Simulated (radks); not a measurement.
Problem. The mean radii <r> (bohr) of the occupied orbitals of an atom or ion are listed with their occupations. Calculated with a radial shooting solver on a logarithmic mesh with Libxc functionals: scalar-relativistic Kohn-Sham, SCAN, spin-polarised, spherical densities, finite nucleus; meta-GGA in the generalised Kohn-Sham scheme; Fermi nuclear charge, rms radius of each element as measured or else 0.836 A^(1/3) + 0.57 fm.

orbital  occ.      <r>
1s up       1  0.01774
1s down     1  0.01774
2s up       1  0.07479
2s down     1  0.07479
2p up       3  0.06719
2p down     3  0.06719
3s up       1   0.1910
3s down     1   0.1910
3p up       3   0.1910
3p down     3   0.1909
3d up       5   0.1723
3d down     5   0.1723
4s up       1   0.3850
4s down     1   0.3852
4p up       3   0.3956
4p down     1   0.3958

Name the element and its charge. Open shells, if any, are filled with parallel spins first.

Solution. Z = 76, osmium, charge +42: Os42+ in [Ar] 3d10 4s2 4p4. The 1s radius gives Z: for a bare nucleus <r> = (2 gamma + 1)/(2Z) with gamma = sqrt(1 - (Z/c)^2), 0.01753 bohr for Z = 76, and screening makes it slightly larger (0.01774 here). The occupations add up to 34, and the charge is Z minus that.
